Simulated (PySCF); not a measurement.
## Ne²⁺: excitation energy

Ne²⁺ [He] 2s2 2p4 (3P) → Ne²⁺ [He] 2s2 2p3 3d1 (5D), as a difference of total energies. Calculation: PySCF 2.14, in aug-cc-pVTZ; the non-relativistic Hamiltonian (point nucleus). Correlated levels: valence: 1s2 frozen. The calculations carry no spin-orbit coupling.

```tsv
method	excitation energy (eV)
UHF	52.869
MP2 (valence)	53.726
SCS-MP2 (valence)	53.920
CCSD (valence)	53.710
CCSD(T) (valence)	53.712
```

Question: How much does correlation contribute at CCSD(T) (valence)?

Answer: 53.712 − (52.869) = 0.843 eV, measured against UHF.

A first-order spin-orbit estimate (lowest level to lowest level, LS coupling) adds 0.036 eV.

The promoted electron is Rydberg-like, and one or two diffuse shells describe it only roughly, which tends to raise the upper state.
